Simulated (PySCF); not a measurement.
C3H4ClFSi, SMILES FC1=C(Cl)C[SiH2]1.

Coordinates come from a ωB97X-D3(BJ)/def2-SVP optimisation. The structure was generated by enumeration, and PubChem lists no compound with its InChIKey, so it may never have been made.

Calculation: SMD-B3LYP/def2-SVP (PySCF).

Solvation free energies are E(SMD) − E(gas) at the gas-phase geometry, for 1 M in both phases. In vacuum the dipole moment is 2.07 D.

Computed solvation free energies in water, dichloromethane, cyclohexanone:
```csv
solvent,ΔG(solv) (kcal/mol),its non-electrostatic (CDS) part,dipole (D)
water,1.8,3.9,2.73
dichloromethane,-2.9,-1.1,2.63
cyclohexanone,-1.8,0.1,2.68
```
